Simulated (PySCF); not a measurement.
C2H8N2, charge +1, doublet, at a GFN2-xTB geometry (a state made from the parent by changing its charge; the spin is typed, not shown lowest); CCSD(T)/3-21G (PySCF).

Here is a job for PySCF.
```python
from pyscf import gto, scf, cc

mol = gto.Mole()
mol.atom = '''
    N     1.778911    0.550319   -0.017299
    C     0.528591    0.367345    0.525254
    C    -0.528591   -0.367345   -0.525254
    N    -1.778911   -0.550319    0.017299
    H     2.435603   -0.214691   -0.053969
    H     1.954778    1.321030   -0.644121
    H     0.060921    1.322367    0.768963
    H     0.567518   -0.295666    1.390746
    H    -0.060921   -1.322367   -0.768963
    H    -0.567518    0.295666   -1.390746
    H    -2.435603    0.214691    0.053969
    H    -1.954778   -1.321030    0.644121
'''
mol.basis = '3-21g'
mol.charge = 1
mol.spin = 1
mol.verbose = 4
mol.build()

mf = scf.UHF(mol)
mf.kernel()

mycc = cc.CCSD(mf, frozen=3)
mycc.kernel()
et = mycc.ccsd_t()
print('E(CCSD(T)) = %.10f' % (mycc.e_tot + et))
mf.analyze()
```

The log (banner, timings and long lists left out):

```
PySCF version 2.14.0

[INPUT] verbose = 4
[INPUT] num. atoms = 12
[INPUT] num. electrons = 33
[INPUT] charge = 1
[INPUT] spin (= nelec alpha-beta = 2S) = 1
[INPUT] symmetry False subgroup None
[INPUT] Mole.unit = angstrom
[INPUT] Symbol           X                Y                Z      unit          X                Y                Z       unit  Magmom
[INPUT]  1 N      1.778911000000   0.550319000000  -0.017299000000 AA    3.361654589976   1.039952191145  -0.032690372229 Bohr   0.0
[INPUT]  2 C      0.528591000000   0.367345000000   0.525254000000 AA    0.998892221910   0.694181443228   0.992586205832 Bohr   0.0
[INPUT]  3 C     -0.528591000000  -0.367345000000  -0.525254000000 AA   -0.998892221910  -0.694181443228  -0.992586205832 Bohr   0.0
[INPUT]  4 N     -1.778911000000  -0.550319000000   0.017299000000 AA   -3.361654589976  -1.039952191145   0.032690372229 Bohr   0.0
[INPUT]  5 H      2.435603000000  -0.214691000000  -0.053969000000 AA    4.602622618169  -0.405707191409  -0.101986629217 Bohr   0.0
[INPUT]  6 H      1.954778000000   1.321030000000  -0.644121000000 AA    3.693995054325   2.496384902334  -1.217212281081 Bohr   0.0
[INPUT]  7 H      0.060921000000   1.322367000000   0.768963000000 AA    0.115124005235   2.498911466163   1.453129469924 Bohr   0.0
[INPUT]  8 H      0.567518000000  -0.295666000000   1.390746000000 AA    1.072453590761  -0.558727764346   2.628129048834 Bohr   0.0
[INPUT]  9 H     -0.060921000000  -1.322367000000  -0.768963000000 AA   -0.115124005235  -2.498911466163  -1.453129469924 Bohr   0.0
[INPUT] 10 H     -0.567518000000   0.295666000000  -1.390746000000 AA   -1.072453590761   0.558727764346  -2.628129048834 Bohr   0.0
[INPUT] 11 H     -2.435603000000   0.214691000000   0.053969000000 AA   -4.602622618169   0.405707191409   0.101986629217 Bohr   0.0
[INPUT] 12 H     -1.954778000000  -1.321030000000   0.644121000000 AA   -3.693995054325  -2.496384902334   1.217212281081 Bohr   0.0

nuclear repulsion = 132.323620880542
number of shells = 36
number of NR pGTOs = 84
number of NR cGTOs = 52
basis = 3-21g
ecp = {}

******** <class 'pyscf.scf.uhf.UHF'> ********
method = UHF
initial guess = minao
damping factor = 0
level_shift factor = 0
DIIS = <class 'pyscf.scf.diis.CDIIS'>
diis_start_cycle = 1
diis_space = 8
diis_damp = 0
SCF conv_tol = 1e-09
SCF conv_tol_grad = None
SCF max_cycles = 50
direct_scf = True
direct_scf_tol = 1e-13
number electrons alpha = 17  beta = 16
Set gradient conv threshold to 3.16228e-05
init E= -188.767870075636

cycle= 1 E= -187.883055504288  delta_E= 0.885  |g|= 0.305  |ddm|= 2.11
cycle= 2 E= -187.944088735892  delta_E= -0.061  |g|= 0.116  |ddm|= 0.498
cycle= 3 E= -187.950698244988  delta_E= -0.00661  |g|= 0.0297  |ddm|= 0.12
cycle= 4 E= -187.951724506121  delta_E= -0.00103  |g|= 0.0124  |ddm|= 0.0765
cycle= 5 E= -187.951917162401  delta_E= -0.000193  |g|= 0.00686  |ddm|= 0.0264
cycle= 6 E= -187.952015522164  delta_E= -9.84e-05  |g|= 0.00292  |ddm|= 0.0237
cycle= 7 E= -187.952039000525  delta_E= -2.35e-05  |g|= 0.00072  |ddm|= 0.012
cycle= 8 E= -187.952040489664  delta_E= -1.49e-06  |g|= 0.000197  |ddm|= 0.00292
cycle= 9 E= -187.952040590429  delta_E= -1.01e-07  |g|= 6.66e-05  |ddm|= 0.000681
cycle= 10 E= -187.952040601496  delta_E= -1.11e-08  |g|= 1.93e-05  |ddm|= 0.000236
cycle= 11 E= -187.952040602349  delta_E= -8.52e-10  |g|= 5.1e-06  |ddm|= 7.81e-05
Extra cycle  E= -187.952040602382  delta_E= -3.35e-11  |g|= 3e-06  |ddm|= 9.27e-06
converged SCF energy = -187.952040602382  <S^2> = 0.78080838  2S+1 = 2.0305747

******** <class 'pyscf.cc.uccsd.UCCSD'> ********
CC2 = 0
CCSD nocc = (np.int64(14), np.int64(13)), nmo = (49, 49)
frozen orbitals 3
max_cycle = 50
direct = 0
conv_tol = 1e-07
conv_tol_normt = 1e-06
diis_space = 6
diis_start_cycle = 0
diis_start_energy_diff = 1e+09
Init t2, MP2 energy = -0.402617629648267
Init E_corr(UCCSD) = -0.402617629656378
cycle = 1  E_corr(UCCSD) = -0.421199555488494  dE = -0.0185819258  norm(t1,t2) = 0.0839787
cycle = 2  E_corr(UCCSD) = -0.434490671719521  dE = -0.0132911162  norm(t1,t2) = 0.02848
cycle = 3  E_corr(UCCSD) = -0.438756052844292  dE = -0.00426538112  norm(t1,t2) = 0.0142537
cycle = 4  E_corr(UCCSD) = -0.44061812371795  dE = -0.00186207087  norm(t1,t2) = 0.00479074
cycle = 5  E_corr(UCCSD) = -0.440498076351405  dE = 0.000120047367  norm(t1,t2) = 0.00183417
cycle = 6  E_corr(UCCSD) = -0.440437506806478  dE = 6.05695449e-05  norm(t1,t2) = 0.000479762
cycle = 7  E_corr(UCCSD) = -0.440441840813039  dE = -4.33400656e-06  norm(t1,t2) = 0.000179777
cycle = 8  E_corr(UCCSD) = -0.440443673708582  dE = -1.83289554e-06  norm(t1,t2) = 6.11184e-05
cycle = 9  E_corr(UCCSD) = -0.440441646861858  dE = 2.02684672e-06  norm(t1,t2) = 2.13257e-05
cycle = 10  E_corr(UCCSD) = -0.440441678517283  dE = -3.16554248e-08  norm(t1,t2) = 8.89137e-06
cycle = 11  E_corr(UCCSD) = -0.440441547097426  dE = 1.31419857e-07  norm(t1,t2) = 3.14557e-06
cycle = 12  E_corr(UCCSD) = -0.44044150508959  dE = 4.20078358e-08  norm(t1,t2) = 1.21438e-06
cycle = 13  E_corr(UCCSD) = -0.440441485623807  dE = 1.94657827e-08  norm(t1,t2) = 5.11631e-07
UCCSD converged
E(UCCSD) = -188.3924820880062  E_corr = -0.4404414856238074
UCCSD(T) correction = -0.0121755559129376
E(CCSD(T)) = -188.4046576439
**** SCF Summaries ****
Total Energy =                        -187.952040602382397
Nuclear Repulsion Energy =             132.323620880542364
One-electron Energy =                 -508.257688529815198
Two-electron Energy =                  187.982027046890465
Two-electron Coulomb Energy =          214.018588272446948
DFT Exchange-Correlation Energy =      -26.036561225556483
**** MO energy ****
                             alpha | beta                alpha | beta
MO #1   energy= -15.7375979587042  | -15.7213085238611  occ= 1 | 1
MO #2   energy= -15.7373484683899  | -15.7210616062327  occ= 1 | 1
MO #3   energy= -11.4304170344282  | -11.4288050654154  occ= 1 | 1
MO #4   energy= -11.4302883107662  | -11.4284910329972  occ= 1 | 1
MO #5   energy= -1.46659682996722  | -1.4271670681923   occ= 1 | 1
MO #6   energy= -1.4424863710475   | -1.39758982972846  occ= 1 | 1
MO #7   energy= -1.18235462018612  | -1.1438770789953   occ= 1 | 1
MO #8   energy= -1.06982649632796  | -1.05181267262712  occ= 1 | 1
MO #9   energy= -0.952487107600488 | -0.943244100634582 occ= 1 | 1
MO #10  energy= -0.92541461972171  | -0.914399783951902 occ= 1 | 1
MO #11  energy= -0.880264438427149 | -0.861349972638675 occ= 1 | 1
MO #12  energy= -0.855001844958038 | -0.831949656051292 occ= 1 | 1
MO #13  energy= -0.797534944018889 | -0.778281009568498 occ= 1 | 1
MO #14  energy= -0.785229039296455 | -0.724268580911381 occ= 1 | 1
MO #15  energy= -0.714661512991827 | -0.709977191843541 occ= 1 | 1
MO #16  energy= -0.698305002213292 | -0.518447091560261 occ= 1 | 1
MO #17  energy= -0.58579910554093  | -0.203366263364096 occ= 1 | 0
MO #18  energy= 0.0555129052671943 | 0.0627464378242619 occ= 0 | 0
MO #19  energy= 0.0661719342984823 | 0.0780621938337518 occ= 0 | 0
MO #20  energy= 0.0930285629430099 | 0.0982750480042616 occ= 0 | 0
MO #21  energy= 0.128531495113336  | 0.130276140354541  occ= 0 | 0
MO #22  energy= 0.136811567077762  | 0.146662279770593  occ= 0 | 0
MO #23  energy= 0.14211683648333   | 0.149024008644943  occ= 0 | 0
MO #24  energy= 0.173515511530483  | 0.19731899364289   occ= 0 | 0
MO #25  energy= 0.192780620542254  | 0.205670206239284  occ= 0 | 0

To work with the spin densities directly, `use mulliken_meta_spin()` only printing them here.

 ** Mulliken spin pop alpha/beta on meta-lowdin orthogonal AOs **
 ** Mulliken Spin Density (per AO)  **
spin_pop of  0 N 1s       -0.00000
spin_pop of  0 N 2s        0.02909
spin_pop of  0 N 3s        0.00001
spin_pop of  0 N 2px       0.11205
spin_pop of  0 N 2py       0.09442
spin_pop of  0 N 2pz       0.22329
spin_pop of  0 N 3px       0.00061
spin_pop of  0 N 3py       0.00007
spin_pop of  0 N 3pz      -0.00072
spin_pop of  1 C 1s       -0.00000
spin_pop of  1 C 2s       -0.00566
spin_pop of  1 C 3s        0.00022
spin_pop of  1 C 2px       0.01410
spin_pop of  1 C 2py       0.01365
spin_pop of  1 C 2pz       0.03905
spin_pop of  1 C 3px       0.00096
spin_pop of  1 C 3py      -0.00014
spin_pop of  1 C 3pz      -0.00162
spin_pop of  2 C 1s       -0.00000
spin_pop of  2 C 2s       -0.00566
spin_pop of  2 C 3s        0.00022
spin_pop of  2 C 2px       0.01410
spin_pop of  2 C 2py       0.01365
spin_pop of  2 C 2pz       0.03905
spin_pop of  2 C 3px       0.00096
spin_pop of  2 C 3py      -0.00014
spin_pop of  2 C 3pz      -0.00162
spin_pop of  3 N 1s       -0.00000
spin_pop of  3 N 2s        0.02909
spin_pop of  3 N 3s        0.00001
spin_pop of  3 N 2px       0.11205
spin_pop of  3 N 2py       0.09442
spin_pop of  3 N 2pz       0.22329
spin_pop of  3 N 3px       0.00061
spin_pop of  3 N 3py       0.00007
spin_pop of  3 N 3pz      -0.00072
spin_pop of  4 H 1s       -0.02506
spin_pop of  4 H 2s       -0.00021
spin_pop of  5 H 1s       -0.02506
spin_pop of  5 H 2s       -0.00021
spin_pop of  6 H 1s        0.01573
spin_pop of  6 H 2s       -0.00014
spin_pop of  7 H 1s        0.01573
spin_pop of  7 H 2s       -0.00014
spin_pop of  8 H 1s        0.01573
spin_pop of  8 H 2s       -0.00014
spin_pop of  9 H 1s        0.01573
spin_pop of  9 H 2s       -0.00014
spin_pop of  10 H 1s       -0.02506
spin_pop of  10 H 2s       -0.00021
spin_pop of  11 H 1s       -0.02506
spin_pop of  11 H 2s       -0.00021
 ** Mulliken Spin Density (per atom)  **
spin density of  0 N =      0.45880
spin density of  1 C =      0.06055
spin density of  2 C =      0.06055
spin density of  3 N =      0.45880
spin density of  4 H =     -0.02527
spin density of  5 H =     -0.02527
spin density of  6 H =      0.01560
spin density of  7 H =      0.01560
spin density of  8 H =      0.01560
spin density of  9 H =      0.01560
spin density of  10 H =     -0.02527
spin density of  11 H =     -0.02527
 ** Mulliken pop alpha/beta on meta-lowdin orthogonal AOs **
 ** Mulliken pop       alpha | beta **
In total            17.00000 | 16.00000
 ** Mulliken atomic charges   ( Nelec_alpha | Nelec_beta ) **
charge of  0N =     -0.26654  (     3.86267      3.40387 )
charge of  1C =     -0.03774  (     3.04914      2.98859 )
charge of  2C =     -0.03774  (     3.04914      2.98859 )
charge of  3N =     -0.26654  (     3.86267      3.40387 )
charge of  4H =      0.26308  (     0.35582      0.38110 )
charge of  5H =      0.26308  (     0.35582      0.38110 )
charge of  6H =      0.13906  (     0.43827      0.42267 )
charge of  7H =      0.13906  (     0.43827      0.42267 )
charge of  8H =      0.13906  (     0.43827      0.42267 )
charge of  9H =      0.13906  (     0.43827      0.42267 )
charge of  10H =      0.26308  (     0.35582      0.38110 )
charge of  11H =      0.26308  (     0.35582      0.38110 )

WARN: System has nonzero charge 1; the dipole moment is origin-dependent.
Location of origin: [0. 0. 0.]

Dipole moment(X, Y, Z, Debye):  0.00000,  0.00000, -0.00000
```
